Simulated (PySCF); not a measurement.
**Polarisability and C₆ of Cr (chromium, neutral)**

[Ar] 3d5 4s1, high-spin 7S determinant. Calculation: PySCF 2.14, in aug-cc-pwCVTZ-DK (10s9p7d4f3g, 127 functions); scalar relativity by spin-free X2C-1e. Coupled (time-dependent) response in atomic units; α is the mean over directions.

| method | mean α (bohr³) | C₆ (like pair) | S(−4) |
| --- | --- | --- | --- |
| M06-2X | 84.79 | 730.1 | 5743 |

S(−4) is the Cauchy moment in α(ω) = α(0) + S(−4) ω² + …

Reference α: 83 ± 12 bohr³ (recommended; Schwerdtfeger and Nagle, table of static dipole polarizabilities (2023 update)). Published C₆: 602.0 (Chu and Dalgarno (2004); Tang, Norbeck and Certain (1976)).

α(iu) at M06-2X:

| u (hartree) | α(iu) (bohr³) |
| --- | --- |
| 0 | 84.79 |
| 0.0500 | 72.75 |
| 0.100 | 52.09 |
| 0.200 | 26.66 |
| 0.300 | 16.33 |
| 0.500 | 8.747 |
| 0.750 | 5.372 |
| 1.00 | 3.783 |
| 1.50 | 2.270 |
| 2.00 | 1.551 |
| 3.00 | 0.8715 |
| 5.00 | 0.3944 |
